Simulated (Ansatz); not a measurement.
Program: Ansatz. Geometries: PBE0-D4/def2-TZVP. ΔE: electronic, gas phase. CCSD(T)/CBS is the MP2 limit (def2-TZVPP, def2-QZVPP) plus CCSD(T) − MP2 in def2-TZVPP, frozen cores. This one scheme is used for every species. DFT in def2-TZVPP. HSE06 is defined as in plane-wave codes.

`B[CH2][AlH2]` + `Cl[SiH]1N[SiH2]1` → `BN1[SiH2][SiH]1Cl` + `[CH3][AlH2]`  (ligand exchange at a B–C bond)

`B[CH2][AlH2]`:

Cartesian coordinates in Å:
```
B -0.597 -0.701 -1.052
C -0.669 0.450 -0.079
Al 1.008 0.276 0.968
H -0.039 -0.578 -2.107
H -1.010 -1.787 -0.749
H -1.428 0.386 0.707
H -0.566 1.457 -0.496
H 2.300 1.062 0.498
H 1.000 -0.564 2.310
```

`Cl[SiH]1N[SiH2]1`:

Z-matrix (Å, degrees):
```
Si
N 1 1.710
Si 1 2.223 2 50.6
Cl 1 2.057 2 117.4 3 112.8
H 1 1.480 2 118.1 3 -119.3
H 2 1.006 1 140.8 3 -177.2
H 3 1.486 1 123.1 2 98.9
H 3 1.487 1 126.0 2 -96.4
```

`BN1[SiH2][SiH]1Cl`:

```xyz
10

B    -0.895    0.842    1.248
N    -0.158    0.151    0.269
Si    0.324   -1.503   -0.158
Si    0.831    0.427   -1.142
Cl   -0.140    1.139   -2.796
H    -0.996    2.035    1.181
H    -1.410    0.230    2.143
H    -0.773   -2.377   -0.638
H     1.178   -2.201    0.834
H     2.039    1.256   -0.942
```

`[CH3][AlH2]`:

```xyz
7

C     0.069    0.773    0.446
Al   -0.071   -0.927   -0.500
H     1.087    0.983    0.784
H    -0.214    1.592   -0.227
H    -0.602    0.830    1.307
H     1.174   -1.517   -1.295
H    -1.441   -1.733   -0.516
```

```json
{"level": "LDA (SPW92)", "ΔE (kJ/mol)": "-67.3"}
{"level": "r2SCAN-D4", "ΔE (kJ/mol)": "-71.8"}
{"level": "BLYP", "ΔE (kJ/mol)": "-78.7"}
{"level": "HSE06", "ΔE (kJ/mol)": "-70.1"}
```

What does CCSD(T)/CBS give? (An estimate is asked.)

The calculation gave: -73.9 kJ/mol. The listed levels differ from it by 6.6, 2.1, -4.8, 3.8 kJ/mol.

Largest T1 diagnostic among the species: 0.013.

At CCSD(T), def2-SVP lies −13.5 kJ/mol from the extrapolated value and def2-TZVPP −2.4 kJ/mol. In def2-TZVPP, CCSD(T) changes the Hartree–Fock value by +9.8 kJ/mol (the triples alone add +0.6 kJ/mol) and MP2 by +9.3 kJ/mol. Leaving LDA and LC-ωPBE aside and taking each functional with its dispersion term where it has one, the values, not all of them listed here, spread over 11.3 kJ/mol, from BHLYP-D4 to PBE-D4.
